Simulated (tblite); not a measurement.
Start geometry of `C[SiH2]C[C@@H](CF)[SiH2]C` from a force field or distance geometry (Å):
```
atom  x, y, z in Å
C1    -3.3491    0.4428   -1.3825
Si2   -2.2979   -0.4941   -0.2106
C3    -0.5536    0.2362   -0.0893
C4     0.4358   -0.4433    0.8650
C5     0.8868   -1.8298    0.3729
F6     1.3900   -1.7048   -0.8932
Si7    1.9602    0.6692    1.2599
C8     2.9166    1.0972   -0.2592
H9    -3.4532    1.4876   -1.0723
H10   -4.3666    0.0143   -1.4315
H11   -2.9375    0.4321   -2.3924
H12   -2.1967   -1.9200   -0.6244
H13   -2.9026   -0.4811    1.1648
H14   -0.1356    0.2734   -1.1074
H15   -0.7071    1.2934    0.2151
H16   -0.0519   -0.5964    1.8596
H17    1.6641   -2.2697    1.0020
H18    0.0542   -2.5412    0.3172
H19    1.4642    1.9079    1.9229
H20    2.8293   -0.0489    2.2415
H21    3.3018    0.2016   -0.7450
H22    2.2797    1.6190   -0.9876
H23    3.7645    1.7507   -0.0154
```

What comes out of this run: tblite 0.8.0, GFN2-xTB geometry optimisation, gas phase?

```
atom  x, y, z in Å
C1    -3.3301    0.5168   -1.3329
Si2   -2.2327   -0.5928   -0.2550
C3    -0.4919    0.1779   -0.1502
C4     0.4283   -0.4441    0.9058
C5     0.8427   -1.8496    0.5075
F6     1.6293   -1.8353   -0.6238
Si7    1.9512    0.6733    1.2588
C8     2.8327    1.1790   -0.3395
H9    -3.3878    1.5277   -0.9403
H10   -4.3417    0.1267   -1.3821
H11   -2.9541    0.5798   -2.3499
H12   -2.2107   -1.9417   -0.8389
H13   -2.7865   -0.6812    1.1053
H14    0.0069    0.1151   -1.1193
H15   -0.5995    1.2436    0.0684
H16   -0.1315   -0.5560    1.8397
H17    1.4422   -2.3255    1.2902
H18   -0.0213   -2.4793    0.2706
H19    1.4374    1.8632    1.9529
H20    2.8606   -0.0586    2.1507
H21    3.1333    0.3098   -0.9165
H22    2.1937    1.7893   -0.9718
H23    3.7248    1.7581   -0.1198
```

The energy falls by 4.5 kcal/mol over 82 L-BFGS steps, the largest force on an atom goes from 2.20 to 0.009 eV/Å, and the atoms move by 0.182 Å rms after alignment. The bond that changes most is C1–Si2 (Si-methyl carbon to SiH2 silicon), which lengthens by 0.065 Å. Bonds longer at the end by more than 0.005 Å: 4 of 22; shorter: 13. Among the angles that change most is Si7–C4–H16, from 104.0° to 107.9°. Among the dihedrals that turn most is H12–Si2–C3–H14, from 67° to 51°. Rotational constants go from 2078, 666.7, 605.5 to 2009, 677.8, 604.8 MHz. The orientation of the end geometry is arbitrary; only internal coordinates are fixed.

Time: 1.3 s of wall time. Hardware: one thread of an Arm Neoverse N1 (shared host).

Its lowest GFN2-xTB frequency is 13 cm⁻¹, too small to tell a flat minimum from a shallow saddle. One conformer, not necessarily the lowest.

These are computed values.
